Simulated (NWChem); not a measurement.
System: SrF2; SMILES [F][Sr][F]

All runs: NWChem. The geometry was optimised at PBE0/def2-SVP (def2 core potentials past Kr). No frequency run checked for a minimum. Level: PBE0/Sadlej pVTZ, non-relativistic; rows give the wavelength of the field.

| field | isotropic polarisability (bohr³) | anisotropy (bohr³) |
|---|---|---|
| static | 25.6 | 11.9 |
| 1065 nm | 25.8 | 12.1 |
| 589 nm | (withheld) | 12.3 |

Question: Fill in the missing entries.

Answer: 
- 589 nm, isotropic polarisability (bohr³): 26.3
